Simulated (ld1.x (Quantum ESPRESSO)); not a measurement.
# What the settings do to the TM potential of Pt (Z = 78)

Base potential:

| Quantity | Value |
| --- | --- |
| Element | Pt (Z = 78) |
| Generator | ld1.x (Quantum ESPRESSO) 7.5 |
| Type | norm-conserving Troullier–Martins (Kleinman–Bylander form) |
| Functional | LDA (PZ) |
| Relativity | non-relativistic |
| Frozen core | [Xe] 4f14 |
| Valence charge | 10 |
| Reference configuration | 5d9 6s0 6p1 |
| Partial waves | 6p (bound): rc 3.00 bohr; 5d (bound): rc 1.90 bohr; 5f channel at 0.5 Ry: rc 2.85 bohr; 6s (bound, empty): rc 2.20 bohr |
| Local potential | the s channel |
| Core correction | a·sin(br)/r model core inside 1.45 bohr |

All-electron outer shells of the reference configuration (LDA (PZ), non-relativistic, ld1.x):

```
shell  level (eV)  outermost node (bohr)  outermost maximum (bohr)
   5s      -81.93                   0.54                      0.96
   5p      -52.92                   0.55                      1.02
   5d       -9.04                   0.58                      1.24
   6s       -5.50                   1.27                      2.67
   6p       -1.87                   1.42                      3.64
```

Cutoffs, loose and tight: the cutoffs (Ry, on a coarse ladder) from which the occupation-weighted sum of valence levels, in a spherical-Bessel basis at the reference potential, stays within 10 and 1 mRy of its value at 400 Ry. They do not see the model core or the augmentation charge, which bear on the density cutoff. Test errors are all-electron minus pseudo excitation energies from the reference, over the configurations 5d9 6s1 6p0; 5d9 6s0 6p0; 5d8 6s0 6p0; 5d9.5 6s0.5 6p0; 5d8 6s1 6p0; 5d9 6s0.5 6p0; 5d6 6s0 6p0 (two spin-polarised tests are not counted in the largest error). A dash means not determined; rows that change the core or the reference have their own tests.

```tsv
change	outcome	cutoff, loose	cutoff, tight	bound ghosts	largest test error (meV)
base	generated	40 Ry	50 Ry	none	-1442
core correction none	generated	40 Ry	50 Ry	none	-970
core correction a·sin(br)/r model core inside 0.82 bohr	generated	40 Ry	50 Ry	none	-1487
core correction a·sin(br)/r model core inside 1.18 bohr	generated	40 Ry	50 Ry	none	-1477
core correction a·sin(br)/r model core inside 1.36 bohr	generated	40 Ry	50 Ry	none	-1458
core correction a·sin(br)/r model core inside 1.64 bohr	generated	40 Ry	50 Ry	none	-1390
core correction a·sin(br)/r model core inside 2.04 bohr	generated	40 Ry	50 Ry	none	-1242
core correction a·sin(br)/r model core inside 2.24 bohr	generated	40 Ry	50 Ry	none	-1164
```
